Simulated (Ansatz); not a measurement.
C3H7FSn, SMILES `C[CH](C)[Sn][F]`, relaxed with RKS PBE-D4/def2-SVP in Ansatz 0.2.0 from a rough embedded geometry. The force threshold is 0.03 eV/Å; the program also tests the step.

Total charge 0; spin multiplicity 1. Sn takes the def2 core potential.

Start:

```xyz
12

C    -0.404   -1.220   -0.347
C     0.481   -0.220    0.320
C    -0.334    0.912    0.891
Sn    1.889    0.629   -0.990
F     1.035    1.533   -2.480
H    -0.959   -0.724   -1.259
H    -1.165   -1.659    0.304
H     0.187   -2.017   -0.813
H     0.987   -0.776    1.140
H    -1.105    0.485    1.648
H     0.305    1.599    1.455
H    -0.918    1.458    0.132
```

Q: How much energy does the relaxation release, and in how many steps? (Estimate.)

A: Computed: 61.97 kJ/mol, in 7 steps.

Q: Which bonds change most? (Best estimate.)

A: Computed: C2–Sn4 from 2.102 to 2.250 Å; C1–H6 from 1.177 to 1.111 Å; Sn4–F5 from 1.941 to 1.996 Å; C3–H10 from 1.162 to 1.115 Å.

Q: Give the relaxed structure. (Estimate.)

A: Ansatz gave: 
```xyz
12

C    -0.370   -1.212   -0.446
C     0.496   -0.240    0.360
C    -0.316    0.936    0.916
Sn    2.039    0.633   -1.025
F     0.578    1.320   -2.200
H    -0.800   -0.706   -1.336
H    -1.222   -1.603    0.159
H     0.200   -2.097   -0.803
H     1.016   -0.774    1.186
H    -1.157    0.587    1.560
H     0.296    1.625    1.539
H    -0.759    1.531    0.090
```
